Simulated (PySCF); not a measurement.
## Spinor energies of Pm⁴⁺ (promethium, charge +4)

Start: [Xe] 4f3; 4f5/2 filled at m_j = +1/2, +3/2, +5/2. Calculated with PySCF 2.14 in x2c-QZVPPall-2c (16s16p12d6f4g1h, 213 functions): generalised Hartree-Fock with the X2C-1e Hamiltonian and a Gaussian nucleus; one run each with spin-orbit coupling (SO) switched off, then screened by Boettger's factors.

```tsv
spinor shell	electrons	ε, spin-free (eV)	ε, screened SO (eV)	weight of nominal j (screened SO)	rms radius, screened SO (bohr)
1s1/2	2	-45459.4	-45452.2	1.000	0.0264
2s1/2	2	-7551.3	-7549.0	1.000	0.107
2p1/2	2	-6742.8	-7136.1	1.000	0.0918
2p3/2	4	-6742.8	-6571.8	1.000	0.0979
3s1/2	2	-1738.6	-1737.8	1.000	0.277
3p1/2	2	-1479.2	-1560.2	1.000	0.269
3p3/2	4	-1479.2	-1443.4	1.000	0.282
3d3/2	4	-1122.9	-1138.1	0.998	0.254
3d5/2	6	-1122.9	-1112.0	0.999	0.257
4s1/2	2	-409.80	-409.52	1.000	0.627
4p1/2	2	-321.39	-340.60	0.988	0.646
4d3/2	4	-192.82	-198.97	0.842	0.728
4d5/2	6	-192.82	-188.46	0.895	0.736
5s1/2	2	-96.140	-96.083	1.000	1.47
5p1/2	2	-70.094	-73.406	0.973	1.60
5p3/2	4	-70.094	-68.599	0.986	1.68
4f5/2	3	-64.734	-64.787	0.814	0.932
```

(1) Where does 4p3/2 lie, and what is the 4p spin-orbit splitting (screened SO)?

```csv
quantity,spin-free,screened SO
E (hartree),-10011.10528,-10016.49532
M_J,9/2,9/2
⟨J²⟩,27.756,26.672
⟨L²⟩,42.004,41.633
⟨S²⟩,3.751,3.696
```

The determinant has a definite M_J but mixes levels of different J.

Each row is a mean over spinors that exchange with the open shell spreads, by up to 11.467 eV (4d3/2).

Rows whose weight is well below 1 are mixtures of j = l ± 1/2: exchange outweighs spin-orbit coupling there, and the label is only the starting occupation.

Breit and QED terms are absent; they matter most for the inner s and p1/2 levels.

Densities and radii are taken from the X2C orbitals without a picture-change correction, which distorts them close to the nucleus.

Without spin-orbit coupling the j labels of p, d and f shells carry no meaning; the spin-free column gives the mean over the occupied spinors of each nl shell, and its ⟨J²⟩ belongs to a mixture of degenerate components.

Results:

(1) At -312.70 eV, 27.909 eV above 4p1/2.
